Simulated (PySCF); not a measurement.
# Magnetisability: `C/C([SiH3])=C(/C)C(=O)Br`, C5H9BrOSi

Molfile (atoms numbered from 1):
```
C5H9BrOSi
     RDKit          3D

 17 16  0  0  0  0  0  0  0  0999 V2000
    0.6258    1.8134    0.5170 C   0  0  0  0  0  0  0  0  0  0  0  0
    0.4394    0.3696    0.1882 C   0  0  0  0  0  0  0  0  0  0  0  0
    1.9311   -0.7690    0.5200 Si  0  0  0  0  0  4  0  0  0  0  0  0
   -0.7235   -0.1218   -0.3035 C   0  0  0  0  0  0  0  0  0  0  0  0
   -0.9186   -1.5657   -0.6487 C   0  0  0  0  0  0  0  0  0  0  0  0
   -1.8467    0.7824   -0.4736 C   0  0  0  0  0  0  0  0  0  0  0  0
   -1.8905    1.9685   -0.4466 O   0  0  0  0  0  0  0  0  0  0  0  0
   -3.6104   -0.1385   -0.7382 Br  0  0  0  0  0  0  0  0  0  0  0  0
   -0.1915    2.1940    1.1303 H   0  0  0  0  0  0  0  0  0  0  0  0
    0.6228    2.4075   -0.3979 H   0  0  0  0  0  0  0  0  0  0  0  0
    1.5645    1.9852    1.0364 H   0  0  0  0  0  0  0  0  0  0  0  0
    2.9760    0.0430    1.1428 H   0  0  0  0  0  0  0  0  0  0  0  0
    1.5264   -1.8414    1.4296 H   0  0  0  0  0  0  0  0  0  0  0  0
    2.4134   -1.3083   -0.7534 H   0  0  0  0  0  0  0  0  0  0  0  0
   -1.5476   -2.0558    0.0942 H   0  0  0  0  0  0  0  0  0  0  0  0
   -1.4109   -1.6652   -1.6148 H   0  0  0  0  0  0  0  0  0  0  0  0
    0.0331   -2.0856   -0.6918 H   0  0  0  0  0  0  0  0  0  0  0  0
  1  2  1  0
  2  3  1  0
  2  4  2  0
  4  5  1  0
  4  6  1  0
  6  7  2  0
  6  8  1  0
  1  9  1  0
  1 10  1  0
  1 11  1  0
  3 12  1  0
  3 13  1  0
  3 14  1  0
  5 15  1  0
  5 16  1  0
  5 17  1  0
M  END
```

The calculation used GIAO OPBE/pcSseg-1 magnetisability, rotational g tensor and spin-rotation constants, non-relativistic, gas phase in PySCF. Geometry: GFN2-xTB.

The calculation is non-relativistic, which matters for the atoms heavier than Zn.

Problem. How diamagnetic is it, and how anisotropic?

Solution. Isotropic -1472 × 10⁻³⁰ J/T², or -88.6 × 10⁻⁶ cm³/mol; principal values -1605, -1465, -1346 × 10⁻³⁰ J/T², anisotropy 225 × 10⁻³⁰ J/T² (root of half the summed squared differences of the principal values). The susceptibility is in cgs units.

Problem. Split it along the inertial axes a, b, c into diamagnetic and paramagnetic parts about the centre of mass, with the quadrupole moment.

Solution. 
```
axis  χ (10⁻⁶ cm³/mol)  diamagnetic (10⁻⁶ cm³/mol)  paramagnetic (10⁻⁶ cm³/mol)  summed x² of all electrons (Å²)  quadrupole Θ (D Å)
   a             -86.6                      -625.4                        538.8                            478.5               +1.03
   b             -82.9                     -2125.6                       2042.7                            124.9               -0.65
   c             -96.4                     -2560.0                       2463.6                             22.5               -0.38
```
Anisotropies 2χaa − χbb − χcc = +6.1 and 2χbb − χaa − χcc = +17.2 × 10⁻⁶ cm³/mol. Θ is traceless in Buckingham's convention.

Problem. And the rotational g tensor?

Solution. 
| axis | rotational constant (GHz) | g | nuclear part | electronic part |
| --- | --- | --- | --- | --- |
| a | 2.5284 | -0.0415 | 0.5985 | -0.6400 |
| b | 0.5521 | -0.0098 | 0.5201 | -0.5299 |
| c | 0.4615 | -0.0053 | 0.5289 | -0.5342 |

Asymmetric top; isotopes 79Br, 12C, 1H, 16O, 28Si; no vibrational averaging.
